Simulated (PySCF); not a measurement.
FSr (SMILES [F][Sr+]), charge +1, singlet, geometry from GFN2-xTB (such geometries of metal compounds can be far from the true shape) (core potentials on Sr); CASCI(6,4)+NEVPT2/def2-SVP run with PySCF.

Input for PySCF:
```python
from pyscf import gto, scf, mcscf, mrpt
import numpy

mol = gto.Mole()
mol.atom = '''
    Sr   -0.00000000   -0.00000000   -0.41292724
    F     0.00000000    0.00000000    1.74347059
'''
mol.basis = 'def2-svp'
mol.ecp = {'Sr': 'def2-svp'}
mol.charge = 1
mol.verbose = 4
mol.build()

mf = scf.RHF(mol)
mf.kernel()
mc = mcscf.CASCI(mf, 4, 6)
mc.fix_spin_(ss=0.0)
mc.kernel()
occ = numpy.linalg.eigvalsh(mc.fcisolver.make_rdm1(mc.ci, mc.ncas, mc.nelecas))[::-1]
ss = mc.fcisolver.spin_square(mc.ci, mc.ncas, mc.nelecas)[0]
print('natural occupations', occ.round(4), ' <S^2>', round(ss, 4))
e2 = mrpt.NEVPT(mc).kernel()
print('E(NEVPT2) = %.10f' % (mc.e_tot + e2))
```

Output, abridged:

```
PySCF version 2.14.0

[INPUT] verbose = 4
[INPUT] num. atoms = 2
[INPUT] num. electrons = 18
[INPUT] charge = 1
[INPUT] spin (= nelec alpha-beta = 2S) = 0
[INPUT] symmetry False subgroup None
[INPUT] Mole.unit = angstrom
[INPUT] Symbol           X                Y                Z      unit          X                Y                Z       unit  Magmom
[INPUT]  1 Sr     0.000000000000   0.000000000000  -0.412927240000 AA    0.000000000000   0.000000000000  -0.780319392973 Bohr   0.0
[INPUT]  2 F      0.000000000000   0.000000000000   1.743470590000 AA    0.000000000000   0.000000000000   3.294681921334 Bohr   0.0

nuclear repulsion = 22.0858824472106
number of shells = 15
number of NR pGTOs = 73
number of NR cGTOs = 37
basis = def2-svp
ecp = {'Sr': 'def2-svp'}

******** <class 'pyscf.scf.hf.RHF'> ********
method = RHF
initial guess = minao
damping factor = 0
level_shift factor = 0
DIIS = <class 'pyscf.scf.diis.CDIIS'>
diis_start_cycle = 1
diis_space = 8
diis_damp = 0
SCF conv_tol = 1e-09
SCF conv_tol_grad = None
SCF max_cycles = 50
direct_scf = True
direct_scf_tol = 1e-13
Set gradient conv threshold to 3.16228e-05
Initial guess from minao.
init E= -118.268683439669
  HOMO = -0.375508604616375  LUMO = 0.0463541335996673  gap/eV = 11.47947
cycle= 1 E= -129.228024062156  delta_E=  -11  |g|= 1.15  |ddm|= 2.75
  HOMO = -0.458660423284763  LUMO = -0.232410730541254  gap/eV = 6.15657
cycle= 2 E= -129.478435124509  delta_E= -0.25  |g|= 0.739  |ddm|= 1.81
  HOMO = -0.715219697080462  LUMO = -0.196852243746712  gap/eV = 14.10550
cycle= 3 E= -129.572622250222  delta_E= -0.0942  |g|= 0.154  |ddm|= 0.574
  HOMO = -0.666087920699929  LUMO = -0.188625915165321  gap/eV = 12.99240
cycle= 4 E= -129.576545515987  delta_E= -0.00392  |g|= 0.0153  |ddm|= 0.0942
  HOMO = -0.662496405843713  LUMO = -0.189475272150158  gap/eV = 12.87156
cycle= 5 E= -129.576626980588  delta_E= -8.15e-05  |g|= 0.00238  |ddm|= 0.0216
  HOMO = -0.662431672931692  LUMO = -0.189439272242399  gap/eV = 12.87078
cycle= 6 E= -129.576631936674  delta_E= -4.96e-06  |g|= 0.000675  |ddm|= 0.0063
  HOMO = -0.662613474751956  LUMO = -0.189398336920302  gap/eV = 12.87684
cycle= 7 E= -129.576632362764  delta_E= -4.26e-07  |g|= 0.000125  |ddm|= 0.00234
  HOMO = -0.662639429216187  LUMO = -0.189394158189458  gap/eV = 12.87766
cycle= 8 E= -129.576632374855  delta_E= -1.21e-08  |g|= 1.89e-05  |ddm|= 0.000392
  HOMO = -0.662642301572515  LUMO = -0.189393286377872  gap/eV = 12.87776
cycle= 9 E= -129.576632375114  delta_E= -2.59e-10  |g|= 5.36e-06  |ddm|= 3.39e-05
  HOMO = -0.662640529712561  LUMO = -0.189393702190642  gap/eV = 12.87770
Extra cycle  E= -129.576632375131  delta_E= -1.72e-11  |g|= 2.31e-06  |ddm|= 8.42e-06
converged SCF energy = -129.576632375131

******** <class 'pyscf.mcscf.casci.CASCI'> ********
CAS (3e+3e, 4o), ncore = 6, nvir = 27
natorb = False
canonicalization = True
sorting_mo_energy = False
******** <class 'pyscf.fci.addons.SpinPenaltyFCISolver'> ********
max. cycles = 200
conv_tol = 1e-08
davidson only = True
linear dependence = 1e-12
level shift = 0.001
max iter space = 12
nroots = 1
pspace_size = 400
spin = None
Density matrix diagonal elements [1.99999490e+00 1.99999977e+00 1.99999977e+00 5.56267808e-06]
CASCI converged
CASCI E = -129.576636154024  E(CI) = -15.0629529286214  S^2 = 0.0000000
natural occupations [2. 2. 2. 0.]  <S^2> 0.0

******** <class 'pyscf.mrpt.nevpt2.NEVPT'> ********
NEVPT2 (3e+3e, 4o), ncore = 6, nvir = 27
root = 0

WARN: Active orbitals [0 1] (occs = [1.99999977 1.99999977]) are canonicalized with core orbitals

Natural occ [1.99999977e+00 1.99999977e+00 1.99999496e+00 5.50775031e-06]
Natural orbital (expansion on meta-Lowdin AOs) in CAS space
               #1        #2        #3        #4
0 Sr 4s          0.00000  -0.00000  -0.03747  -0.07811
0 Sr 5s          0.00000  -0.00000   0.01116   0.13678
0 Sr 6s          0.00000   0.00000   0.06743   0.54600
0 Sr 7s         -0.00000   0.00000   0.00563   0.71826
0 Sr 4px         0.01856  -0.00062   0.00000   0.00000
0 Sr 4py         0.00062   0.01856   0.00000  -0.00000
0 Sr 4pz        -0.00000  -0.00000  -0.07345   0.01957
0 Sr 5px        -0.04370   0.00146   0.00000   0.00000
0 Sr 5py        -0.00146  -0.04370   0.00000  -0.00000
0 Sr 5pz         0.00000  -0.00000   0.01036  -0.19791
0 Sr 6px        -0.03855   0.00129  -0.00000  -0.00000
0 Sr 6py        -0.00129  -0.03855  -0.00000   0.00000
0 Sr 6pz         0.00000  -0.00000  -0.02526  -0.32376
0 Sr 4dxy        0.00000   0.00000  -0.00000  -0.00000
0 Sr 4dyz       -0.00379  -0.11348   0.00000   0.00000
0 Sr 4dz^2       0.00000  -0.00000   0.12852  -0.11322
0 Sr 4dxz       -0.11348   0.00379   0.00000   0.00000
0 Sr 4dx2-y2    -0.00000  -0.00000  -0.00000   0.00000
0 Sr 5dxy       -0.00000  -0.00000   0.00000   0.00000
0 Sr 5dyz       -0.00171  -0.05124  -0.00000  -0.00000
0 Sr 5dz^2       0.00000  -0.00000  -0.02009  -0.04031
0 Sr 5dxz       -0.05124   0.00171   0.00000  -0.00000
0 Sr 5dx2-y2    -0.00000   0.00000   0.00000  -0.00000
1 F 1s           0.00000  -0.00000   0.00030   0.00026
1 F 2s           0.00000   0.00000  -0.04965  -0.00991
1 F 3s           0.00000  -0.00000   0.02729   0.02489
1 F 2px          0.98857  -0.03300  -0.00000   0.00000
1 F 2py          0.03300   0.98857   0.00000  -0.00000
1 F 2pz          0.00000  -0.00000   0.98174  -0.03874
1 F 3px         -0.04644   0.00155  -0.00000   0.00000
1 F 3py         -0.00155  -0.04644  -0.00000  -0.00000
1 F 3pz         -0.00000   0.00000  -0.05930  -0.01113
1 F 3dxy        -0.00000   0.00000   0.00000  -0.00000
1 F 3dyz         0.00050   0.01484  -0.00000   0.00000
1 F 3dz^2        0.00000  -0.00000   0.01707  -0.00328
1 F 3dxz         0.01484  -0.00050  -0.00000  -0.00000
1 F 3dx2-y2      0.00000   0.00000  -0.00000   0.00000
<CAS-nat-orb|mo-hf>  7      9        0.99540622
<CAS-nat-orb|mo-hf>  8      8        0.99540622
<CAS-nat-orb|mo-hf>  9      7        0.99999999
<CAS-nat-orb|mo-hf>  10     10       0.99999999
Sr    (-1)',   E = -0.00060406918906
Si    (+1)',   E = -0.00000389475763
Sijrs (0)  ,   E = -0.05182408398162
Sijr  (+1) ,   E = -0.00085224021636
Srsi  (-1) ,   E = -0.05083268379782
Srs   (-2) ,   E = -0.13132122510305
Sij   (+2) ,   E = -0.00005423636511
Sir   (0)' ,   E = -0.00049587487610
Nevpt2 Energy = -0.235988308286759
E(NEVPT2) = -129.8126244623
```
